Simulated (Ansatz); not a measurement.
System: (2S)-1,1-difluoropropan-2-ol, C3H6F2O (charge 0, singlet). 
Geometry from a B3LYP-D3(BJ)/def2-TZVP (Ansatz, an electronic-structure program) optimisation:
SMILES: C[C@H](O)C(F)F
```xyz
12

C     -1.6469    -0.7578     0.6681
C     -0.4519     0.1858     0.6605
O     -0.7299     1.4068    -0.0002
C      0.7374    -0.4488    -0.0411
F      1.8169     0.3829    -0.0111
F      0.4576    -0.7090    -1.3516
H     -1.4028    -1.7026     1.1586
H     -1.9717    -0.9629    -0.3517
H     -2.4765    -0.3070     1.2162
H     -0.1199     0.3725     1.6915
H     -1.5175     1.7965     0.3925
H      1.0253    -1.3913     0.4334
```
Charge 0, spin multiplicity 1.

Property: atomisation energy (electronic, to ground-state atoms), in eV. Valence correlation only, unless marked. UHF or UKS for open shells. No spin-orbit coupling. Non-relativistic. The coupled-cluster limit lacks core correlation, which all-electron functionals hold. CBS(X,Y): correlation extrapolated as X^-3; Hartree-Fock from the larger set. The bracket is a focal-point correction in the basis named.

```tsv
level	program	atomisation energy (eV)
HF/6-31G*	Ansatz	34.73
```

What does RI-MP2/CBS(cc-pVTZ,cc-pVQZ)+[CCSD(T)-MP2]/cc-pVTZ (Ansatz) give?

49.01 eV, so HF/6-31G* differs from it by -14.28 eV.
